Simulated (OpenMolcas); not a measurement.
**Mn4+, Tc4+, Re4+: d3 down the group**

```yaml
Program: OpenMolcas
Method: CASSCF
Basis: ANO-RCC-VQZP
Scalar_Hamiltonian: DKH2, point nucleus
Spin-orbit_coupling: state interaction with AMFI integrals over the reference wave functions, term energies averaged over their components
```

Active space for each ion: 3 electrons in 10 orbitals (d d).

Computed levels in cm-1 above 4F 3/2:

| Level | Mn4+ | Tc4+ | Re4+ |
| --- | --- | --- | --- |
| 4F 5/2 | 363 | 1010 | 4624 |
| 4F 7/2 | 857 | 2292 | 8919 |
| 4F 9/2 | 1471 | 3755 | 12372 |
| 4P 1/2 | 20188 | 14783 | 16926 |
| 4P 3/2 | 20344 | 14856 | 15137 |
| 2G 7/2 | 20556 | 16190 | 21067 |
| 4P 5/2 | 20785 | 16397 | 23149 |
| 2G 9/2 | 21073 | 17065 | 32729 |
| 2H 9/2 | 27169 | 21620 | 21686 |
| weight of 4F in the lowest level (%) | 100 | 99 | 89 |

Mixed levels, with the weight of the term that names them: Re4+ 4F 9/2 (74 %), Re4+ 4P 3/2 (53 %), Re4+ 2G 9/2 (56 %), Re4+ 2H 9/2 (57 %).

Measured, with the error of the calculation in %. Measured levels: Mn4+ from Corliss and Sugar, J. Phys. Chem. Ref. Data 6, 1253 (1977); Re4+ from the list in Brasseur, Gamrath and Quinet, At. Data Nucl. Data Tables 157, 101636 (2024).

```json
{"Level": "4F 5/2", "Mn4+": "359 (+1.0)", "Re4+": "4853 (-4.7)"}
{"Level": "4F 7/2", "Mn4+": "835 (+2.6)", "Re4+": "8973 (-0.6)"}
{"Level": "4F 9/2", "Mn4+": "1412 (+4.2)", "Re4+": "11914 (+3.8)"}
{"Level": "4P 1/2", "Mn4+": "16434 (+22.8)", "Re4+": "14325 (+18.2)"}
{"Level": "4P 3/2", "Mn4+": "16595 (+22.6)", "Re4+": ""}
{"Level": "2G 7/2", "Mn4+": "17892 (+14.9)", "Re4+": "19013 (+10.8)"}
{"Level": "4P 5/2", "Mn4+": "17049 (+21.9)", "Re4+": "20922 (+10.6)"}
{"Level": "2G 9/2", "Mn4+": "18399 (+14.5)", "Re4+": "30366 (+7.8)"}
{"Level": "2H 9/2", "Mn4+": "24975 (+8.8)", "Re4+": "19967 (+8.6)"}
```

The fine-structure level 4F 9/2 changes by a factor of 8.41 from Mn4+ to Re4+.

Without spin-orbit coupling 4P lies 19721, 13616, 12562 cm-1 above 4F in that order; the difference to the level 4P 1/2, of either sign, comes from spin-orbit coupling, which also lowers the zero.

Without dynamic correlation excited terms often stand tens of per cent too high (terms of higher spin than the ground term too low), and those without a measured partner can miss by more than the paired ones. Active for correlation alone: 4d; no level in the range computed is led by a configuration that fills it, so any true level of that kind is missing (holds for Mn4+). Active for correlation alone: 5d; no level in the range computed is led by a configuration that fills it, so any true level of that kind is missing (holds for Tc4+). Active for correlation alone: 6d; no level in the range computed is led by a configuration that fills it, so any true level of that kind is missing (holds for Re4+). Computed and measured levels are paired by configuration, term and J; levels that our copy of the source lacks, or whose pairing is in doubt (as where it misses far off the trend of its configuration), stay unpaired and out of the deviations. Only configurations of the active space appear.
